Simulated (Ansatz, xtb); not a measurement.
Isomers of C6H11Al in order of energy

8 gas-phase structures of C6H11Al, from a drawn sample of its isomers (lower ones may exist). Each was relaxed with GFN2-xTB; where two conformers were screened, the lower at r2SCAN-D4/def2-SVP is listed:

A. a singlet given by its coordinates
B. `C[C@@H]1[AlH][C@H]2C[C@@H]1C2`, a singlet
C. `C=C/[C]([AlH2])=C/CC`, a singlet
D. `[AlH2][C@@H]1C=CCCC1`, a singlet
E. `[AlH2][C]1=CCCCC1`, a singlet
F. `CC[C@@H]1C=C[CH2][AlH]1`, a singlet
G. `C=C[C@@H]1CC[CH2][AlH]1`, a singlet
H. `C=C[C@@H]1[C@H](C)[C@@H]1[AlH2]`, a singlet

A (Å):

```xyz
18

C    -0.9267   -2.7257   -0.7064
C    -0.1248   -1.6704   -0.6157
C    -0.5085   -0.2854   -0.4627
C    -1.9376    0.0799   -0.7509
C     0.3870    0.6426   -0.0662
C     1.8065    0.3667    0.2747
Al    2.3386   -0.5563   -1.4450
H    -1.9942   -2.6370   -0.5944
H    -0.5441   -3.7186   -0.8657
H     0.9660   -1.8388   -0.6847
H    -2.2447   -0.3202   -1.7152
H    -2.0624    1.1594   -0.7625
H    -2.5973   -0.3339    0.0122
H     0.0599    1.6744   -0.0205
H     1.8837   -0.3675    1.0898
H     2.2938    1.2784    0.6285
H     3.5618   -1.5054   -1.5451
H     1.5939   -0.2298   -2.7661
```

Close contacts (Å): C1–C2 1.33, C2–C3 1.45, C3–C4 1.50, C3–C5 1.35, C5–C6 1.49, C6–Al7 2.02, C1–H8 1.08, C1–H9 1.08, C2–H10 1.11, C4–H11 1.09, C4–H12 1.09, C4–H13 1.09, C5–H14 1.08, C6–H15 1.10, C6–H16 1.09, Al7–H10 2.03, Al7–H17 1.55, Al7–H18 1.55.

**Question.** Which do you expect lowest at r2SCAN-D4/def2-SVP, and how would the others follow?

**Answer.** Calculated order at r2SCAN-D4/def2-SVP: E (0.0), D (4.9), F (5.9), G (7.6), B (18.6), A (22.7), C (23.2), H (26.6) kcal/mol. Less than 1 kcal/mol parts A and C, so the order within that pair means little.

Energies above the lowest of each column, in kcal/mol; the last columns are at B3LYP/def2-SVP geometries and were run for some of them only (a dash: not run or not comparable):

```tsv
structure	GFN2-xTB	HF/STO-3G	r2SCAN-D4/def2-SVP	B3LYP/def2-SVP	CCSD(T)/def2-SVP + ΔMP2/def2-TZVPP
E	0.0	0.9	0.0	0.0	0.0
D	5.4	8.8	4.9	5.0	4.6
F	27.2	7.8	5.9	5.0	3.5
G	29.9	4.9	7.6	7.7	6.0
B	26.7	0.0	18.6	22.3	–
A	24.0	57.5	22.7	–	–
C	25.6	49.2	23.2	–	–
H	23.1	48.4	26.6	–	–
```

CCSD(T)/def2-SVP + ΔMP2/def2-TZVPP puts E lowest of those it was run on; HF/STO-3G picks B. CCSD(T)/def2-SVP + ΔMP2/def2-TZVPP orders those it was run on as E (0.0), F (3.5), D (4.6), G (6.0) kcal/mol. Flexible structures stand in one conformer each, not always the lowest. Frequencies (GFN2-xTB) were run for D, E, F, G alone. The ΔMP2 step shifts differences by up to 3.3 kcal/mol, which makes them less sure. ΔMP2 is the change of the MP2 energy from the smaller to the larger basis.

Over these structures GFN2-xTB departs from r2SCAN-D4/def2-SVP by 8.0 kcal/mol on average once a common shift is removed. A GFN2-xTB relaxation took about 0.3 s and the r2SCAN-D4/def2-SVP energy about 3.6 s on a shared host (Ansatz 0.2.0, xtb 6.7.1).
